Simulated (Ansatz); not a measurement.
Born–Oppenheimer molecular dynamics of BBrFH₄NO (9 atoms, charge 0, multiplicity 1). It starts at the highest image of a converged band, a first-order saddle point between two minima.

Theory: Ansatz, RKS PBE-D4/def2-SVP.

- ensemble: NVE (velocity Verlet)
- time step: 0.5 fs
- steps asked: 200
- starting velocities drawn for: 100 K
- seed: 6144

First frame:

```xyz
9
Properties=species:S:1:pos:R:3
B 0.013 -0.150 0.178
N 0.067 0.047 1.728
H -0.571 -0.574 2.248
H 1.017 -0.006 2.122
F 1.200 -0.421 -0.362
O -1.153 -0.405 -0.447
H -1.783 0.324 -0.235
Br -0.746 2.556 0.489
H -0.295 1.115 1.725
```

How far do the bonds stretch over the last three quarters of this one trajectory? (Pairs bonded in most of those frames.)


```tsv
bond	mean (Å)	spread (Å)	shortest	longest
B1–N2	1.635	0.054	1.56	1.72
B1–F5	1.358	0.020	1.33	1.39
B1–O6	1.377	0.020	1.35	1.41
N2–H3	1.032	0.009	1.01	1.05
N2–H4	1.032	0.010	1.01	1.05
N2–H9	1.071	0.051	0.99	1.19
O6–H7	0.976	0.010	0.96	0.99
```

Pairs bonded in part of these frames only: B1–Br8 54 %.

Mean temperature of the second half: 414 K. The conserved energy stayed within 0.063 meV per atom of its start (net change -0.018 meV per atom), so the integration is sound. The kinetic energy rose, since the run started high on the potential surface and went downhill. A run of 0.1 ps of so small a system gives no equilibrium averages. The orbitals stay closed-shell, which can raise the energy where a bond breaks towards radicals; this wasn't checked here.

Run time: 5.2 min on 2 threads of Arm Neoverse V2, with other jobs on the host, peak memory 0.15 GiB.
